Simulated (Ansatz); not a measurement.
CH7NO2Si can be A, `NC[SiH](O)O`, or B, `CN[SiH](O)O`.

Isolated molecules relaxed with PBE0-D4/def2-TZVP in Ansatz; ΔE leaves out vibrations. CCSD(T)/CBS is the MP2 limit (def2-TZVPP, def2-QZVPP) plus CCSD(T) − MP2 in def2-TZVPP, frozen cores. DFT in def2-TZVPP. B3LYP here is the variant with VWN-RPA as its local correlation; programs differ in this. One conformer a species, not always the lowest.

Problem. Which isomer does CCSD(T)/CBS put lower? Give the gap. (An estimate is asked.)

Solution. The calculation gave: B, by 18.6 kcal/mol.

Problem. Give E(B) − E(A) in kcal/mol with B2PLYP, MP2/def2-TZVPP, PBE0-D4, r2SCAN-D4, HF/def2-TZVPP, B3LYP, B3LYP-D4. (Estimate.)

Solution. Ansatz gave: B2PLYP -18.9, MP2/def2-TZVPP -18.9, PBE0-D4 -17.4, r2SCAN-D4 -18.3, HF/def2-TZVPP -21.8, B3LYP -18.8, B3LYP-D4 -18.8. None reverses the order clearly.

Largest T1 diagnostic: 0.011.

From PBE to PBE0 (25 % exact exchange), in def2-TZVPP and without D4, E(B) − E(A) moves by −1.1 kcal/mol. In def2-TZVPP, CCSD(T) changes the Hartree–Fock value by +3.4 kcal/mol (the triples alone add +0.5 kcal/mol) and MP2 by +2.9 kcal/mol.
